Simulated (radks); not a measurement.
Values are calculated unless marked as measured or tabulated.
Neutral neodymium inside a hard spherical wall (all orbitals vanish at R), configuration held at [Xe] 4f4 6s2 and not refilled when levels cross. Code: a radial shooting solver on a logarithmic mesh with Libxc functionals. Model: scalar-relativistic Kohn-Sham, LDA (Slater exchange, Perdew-Wang correlation), spin-polarised, spherical densities, finite nucleus; open shells are filled with parallel spins first (spin-orbit coupling, left out, can overturn this in heavy ions); Fermi nuclear charge, rms radius 4.9123 fm. Eigenvalues in eV for spin up, with the zero of energy where the potential of the charges vanishes at infinity; a dash marks a level that is unbound or too diffuse for the functional's potential to be trusted. A positive occupied level is held by the wall or, in an anion where self-interaction has pushed it up, behind a barrier. The pressure on the wall is -dE/dV.

R (bohr),E (hartree),kinetic (hartree),e(5s),e(5p),e(6s),e(4f),"e(5d, empty)","e(6p, empty)",pressure (GPa)
free,-9616.6640,10231.514,-41.186,-22.647,-3.706,-2.705,-2.227,-1.309,0
20,-9616.6640,10231.514,-41.186,-22.647,-3.706,-2.705,-2.227,-1.308,< 0.0001
15,-9616.6640,10231.514,-41.182,-22.643,-3.703,-2.702,-2.224,-1.293,0.000296
12,-9616.6634,10231.520,-41.139,-22.601,-3.669,-2.659,-2.186,-1.196,0.00869
10,-9616.6603,10231.545,-40.972,-22.436,-3.532,-2.494,-2.038,-0.901,0.0807
8,-9616.6409,10231.660,-40.381,-21.859,-2.955,-1.907,-1.502,0.133,0.761
7,-9616.6072,10231.823,-39.730,-21.230,-2.171,-1.254,-0.876,1.422,2.45
3.5,-9614.5429,10239.693,-28.575,-10.294,26.413,11.543,13.843,39.277,552
1.5,-9532.2076,10486.019,156.20,200.53,560.20,149.36,268.86,607.16,232000
